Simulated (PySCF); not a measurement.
## Dipole response of Ti(2+) (titanium, charge +2)

[Ar] 3d2, high-spin 3F determinant. Computed with PySCF 2.14 in aug-cc-pwCVTZ-DK (10s9p7d4f3g, 127 functions), with the spin-free X2C one-electron Hamiltonian (Gaussian nucleus). Coupled (time-dependent) response in atomic units; α is the mean over directions.

```tsv
method	mean α (bohr³)	C₆ (like pair)	S(−4)
PBE0	4.907	14.78	20.41
```

S(−4) is the Cauchy moment in α(ω) = α(0) + S(−4) ω² + …

α(iu) at PBE0:

```json
{"u (hartree)": "0", "α(iu) (bohr³)": "4.907"}
{"u (hartree)": "0.0500", "α(iu) (bohr³)": "4.857"}
{"u (hartree)": "0.100", "α(iu) (bohr³)": "4.720"}
{"u (hartree)": "0.200", "α(iu) (bohr³)": "4.299"}
{"u (hartree)": "0.300", "α(iu) (bohr³)": "3.854"}
{"u (hartree)": "0.500", "α(iu) (bohr³)": "3.147"}
{"u (hartree)": "0.750", "α(iu) (bohr³)": "2.538"}
{"u (hartree)": "1.00", "α(iu) (bohr³)": "2.094"}
{"u (hartree)": "1.50", "α(iu) (bohr³)": "1.476"}
{"u (hartree)": "2.00", "α(iu) (bohr³)": "1.080"}
{"u (hartree)": "3.00", "α(iu) (bohr³)": "0.6376"}
{"u (hartree)": "5.00", "α(iu) (bohr³)": "0.2961"}
```

For an ion, C₆ is the dispersion term alone; charge-induced terms of lower order in 1/R come first.
